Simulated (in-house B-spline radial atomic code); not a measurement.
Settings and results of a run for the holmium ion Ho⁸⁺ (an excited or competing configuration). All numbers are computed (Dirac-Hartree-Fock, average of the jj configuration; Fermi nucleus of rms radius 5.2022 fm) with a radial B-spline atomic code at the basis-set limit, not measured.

In the input, a minus or plus after the letter marks the j = l - 1/2 or j = l + 1/2 subshell.

Command:
```bash
python run_scf.py task.json out
```
Settings (nuclear radius in fm, mass in u):
```
Z                67
configuration    1s2 2s2 2p6 3s2 3p6 3d10 4s2 4p6 4d-4 4d+5 4f-2 4f+8 5s2 5p-1 8p+1
hamiltonian      dirac
method           hf
spin_polarised   False
nucleus          fermi
rms_radius       5.2022
atomic_mass      164.93033
speed_of_light   137.035999084
```

Output (hartree, bohr):
```
 radial grid: 71 intervals, B-splines of order 8, outer radius 34.9425 bohr

 iter        energy (Eh)    residual
    1      -12528.008562    1.53e+00
    2      -12565.640612    1.53e+00
    3      -12591.827966    3.49e-01
    4      -12593.525482    1.20e-01
    5      -12593.605528    3.98e-02
    6      -12593.623402    1.63e-02
    7      -12593.626978    7.22e-04
    8      -12593.626985    1.13e-04
    9      -12593.626985    3.34e-06
   10      -12593.626985    6.14e-07

 total energy                    -12593.62699
 kinetic                           13854.7744
 electron-nucleus                 -30800.0149
 electron-electron                  4351.6135

 first-order corrections (not in the total)
   Gaunt                            13.5597
   retardation                      -1.4283
   frequency dependence             -0.1992
   self-energy                       9.6226
   Uehling                          -1.6250
   Wichmann-Kroll                    0.0553
   recoil                            0.0267

 orbital      occ     eigenvalue          <r>       <r^2>       <1/r>       <r^4>     <1/r^2>       r_max    small
 1s1/2      2.000     -2061.9003    0.0207358 0.000588073      76.037 9.26239e-07     13369.1     0.01312  6.27e-02
 2s1/2      2.000      -354.1047    0.0874478  0.00909472     18.2717 0.000143889     1728.91     0.07472  1.40e-02
 2p1/2      2.000      -336.5237    0.0729762  0.00659532     18.2025 8.89396e-05     546.059     0.05631  1.40e-02
 2p3/2      4.000      -304.9198    0.0800985  0.00781182     15.8783  0.00012001     343.812     0.06239  1.29e-02
 3s1/2      2.000       -85.2920     0.228595   0.0598651      6.7008  0.00542644     379.399      0.2109  4.52e-03
 3p1/2      2.000       -77.5710     0.218607    0.055617     6.60528  0.00490496     121.191      0.1988  4.45e-03
 3p3/2      4.000       -70.8897     0.232028   0.0624647     6.01247  0.00614766     77.4448      0.2114  4.14e-03
 3d3/2      4.000       -57.8406     0.204831   0.0493213     5.88615  0.00433156     43.3586      0.1673  4.00e-03
 3d5/2      6.000       -56.4671     0.209645   0.0515968     5.72771  0.00474392     40.6311      0.1711  3.90e-03
 4s1/2      2.000       -22.0482     0.517323    0.301824     2.78328    0.131805     90.1766      0.4835  1.42e-03
 4p1/2      2.000       -18.8743     0.527639    0.316471     2.67187    0.149004     28.1449      0.4868  1.34e-03
 4p3/2      4.000       -17.3823     0.556605    0.351933      2.4805    0.184048     18.2564      0.5132  1.24e-03
 4d3/2      4.000       -12.0939     0.583196    0.393035     2.26741    0.246472     9.30037      0.5168  1.07e-03
 4d5/2      5.000       -12.0846     0.592395     0.40554     2.22949    0.261965     8.86104      0.5259  1.05e-03
 4f5/2      2.000        -5.7411     0.685286    0.569685     1.80609    0.648254     4.11998      0.5105  7.21e-04
 4f7/2      8.000        -5.7271     0.689009    0.575169     1.79387    0.657795     4.05694      0.5143  7.14e-04
 5s1/2      2.000        -6.6945      1.16359     1.50668     1.14922     3.17289     18.2513       1.086  3.59e-04
 5p1/2      1.000        -5.8273      1.24393     1.72548     1.06421     4.19485     5.48674       1.154  3.17e-04
 8p3/2      1.000        -1.1393      5.86126     38.2442    0.234071     1903.14    0.332366        6.36  4.12e-05
```

Cost of the run: 2.2 s on 1 thread of Arm Neoverse N1 (shared host).

For the Dirac Hamiltonian the kinetic term is c α·p + (β - 1)c².
